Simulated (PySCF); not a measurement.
## Energy of Fe²⁺ (iron, charge +2) between two integer charges

The 3d beta orbital of [Ar] 3d6 is emptied in steps (occupation f), with all orbitals relaxed, ending at [Ar] 3d5. Calculation: PySCF 2.14, in x2c-TZVPall (6s5p4d1f, 48 functions); scalar relativity by spin-free X2C-1e. The exact energy is a straight line in f; departures are measured from the line between the end points of the same method.

| f | r2SCAN0 (eV) |
| --- | --- |
| 1 | 0.000 |
| 0.8 | -0.763 |
| 0.6 | -1.147 |
| 0.4 | -1.147 |
| 0.2 | -0.762 |
| 0 | 0.000 |

For r2SCAN0, how does the orbital energy at f = 1 compare with the removal energy?

−ε = 25.724 eV against a total-energy difference of 30.479 eV. By Janak's theorem ε = ∂E/∂f, so the gap between them reflects the curvature. Along the path −ε is 27.606 (f = 0.8), 29.518 (f = 0.6), 31.443 (f = 0.4), 33.359 (f = 0.2) eV.

Reference removal energy between the ground levels: 30.651 ± 0.012 eV (measured; NIST Atomic Spectra Database, ionization energies). The calculation has no spin-orbit coupling. The determinant left behind need not be the lowest term of the ion.
